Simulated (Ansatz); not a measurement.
System: C₃H₁₂AlN (charge 0, singlet). SMILES: C[N+](C)([AlH3-])C
Geometry from a B3LYP-D3(BJ)/def2-TZVP (Ansatz, an electronic-structure program) optimisation:
```
N
C 1 1.4777
H 2 1.0881 1 109.20
H 2 1.0881 3 108.86 1 119.14
H 2 1.0944 3 109.51 4 119.69
C 1 1.4777 2 109.98 3 -59.90
H 6 1.0881 1 109.20 2 59.90
H 6 1.0881 7 108.86 1 -119.14
H 6 1.0944 7 109.51 8 -119.69
C 1 1.4777 2 109.98 3 178.82
H 10 1.0881 1 109.20 2 -178.82
H 10 1.0881 11 108.86 1 -119.14
H 10 1.0944 11 109.51 12 -119.69
Al 1 2.0668 2 108.95 3 59.46
H 14 1.5984 1 99.93 2 180.00
H 14 1.5984 15 117.09 11 80.23
H 14 1.5984 15 117.09 16 146.74
```
Charge 0, spin multiplicity 1.

Quantity: atomisation energy (electronic, to ground-state atoms); the coupled-cluster value holds the core correlation from cc-pwCVTZ, in kJ/mol. Correlated levels leave the core frozen unless marked. UHF or UKS for open shells. Spin-orbit coupling is left out. Non-relativistic. Basis-set limits of correlation are two-point, X^-3; Hartree-Fock from the larger set.

Level to compare with: CCSD(T)/CBS(cc-pV(T+d)Z,cc-pV(Q+d)Z) plus the core term (Ansatz), 5912.0 kJ/mol. It is a level with limits of its own, and the differences hold the functionals' basis error too.

Task: Rank these functionals by how close they come to CCSD(T)/CBS(cc-pV(T+d)Z,cc-pV(Q+d)Z), closest first: B3LYP/def2-TZVPD (Ansatz); PBE0/def2-TZVPD (Ansatz); B97M-V/def2-TZVPD (Ansatz).

Result: B97M-V/def2-TZVPD (meta-GGA with VV10, 5916.8 kJ/mol, difference 4.8), PBE0/def2-TZVPD (global hybrid, 5849.4 kJ/mol, difference -62.6), B3LYP/def2-TZVPD (global hybrid, 5844.1 kJ/mol, difference -67.9)
